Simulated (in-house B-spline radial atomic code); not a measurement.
K⁸⁺. Computed with a B-spline radial atomic code. Model: all-electron spherical atom, spin shells full or empty, radial basis limit, no spin-orbit coupling, Breit or QED, empty-state partial waves extrapolated as (l+1/2)^-4, RPA, G0W0 and static COHSEX of the highest shell as one setting changes (uncorrelated shells keep exact exchange).

Empty levels are discrete states of a finite basis, so the steps are uneven.

Given: element K; charge 8; filled core Ne; hamiltonian one-electron scalar X2C; mean-field start Hartree-Fock; highest l of empty states 9; nuclear rms radius 3.4349 fm; lowest nl shells left uncorrelated 0; highest mean-field shell 3s up; box radius 7.7 bohr.

Shell: 3s 1 0 (electrons up and down).

| highest empty level kept (hartree) | RPA correlation energy (hartree) | G0W0 level (eV) | G0W0 minus most complete (meV) | COHSEX level (eV) | linearised minus solved G0W0 (meV) |
| --- | --- | --- | --- | --- | --- |
| 27 | -0.26526 | -176.71 | 173.1 | -177.91 | 0.2 |
| 54 | ? | ? | ? | ? | ? |
| 94.5 | -0.44024 | -176.81 | 77.7 | -178.17 | 0.3 |
| 162 | -0.49419 | -176.84 | 47.7 | -178.26 | 0.3 |
| 270 | -0.53773 | -176.86 | 29 | -178.32 | 0.3 |
| 486 | -0.57378 | -176.87 | 16.7 | -178.35 | 0.3 |
| 810 | -0.59839 | -176.88 | 9.7 | -178.37 | 0.3 |
| 1620 | ? | ? | ? | ? | ? |
| 3240 | -0.62736 | -176.88 | 1.2 | -178.39 | 0.3 |
| 6750 | -0.63018 | -176.88 | 0.4 | -178.4 | 0.3 |
| 16200 | -0.63122 | -176.89 | 0.1 | -178.4 | 0.3 |
| 54000 | -0.63139 | -176.89 | 0 | -178.4 | 0.3 |

Task: What follows for highest empty level kept = 54?

Result: RPA correlation energy -0.35722 hartree; G0W0 level -176.77 eV; G0W0 minus most complete 118.3 meV; COHSEX level -178.05 eV; linearised minus solved G0W0 0.3 meV.

Task: What follows for highest empty level kept = 1620?

Result: RPA correlation energy -0.61947 hartree; G0W0 level -176.88 eV; G0W0 minus most complete 3.4 meV; COHSEX level -178.39 eV; linearised minus solved G0W0 0.3 meV.
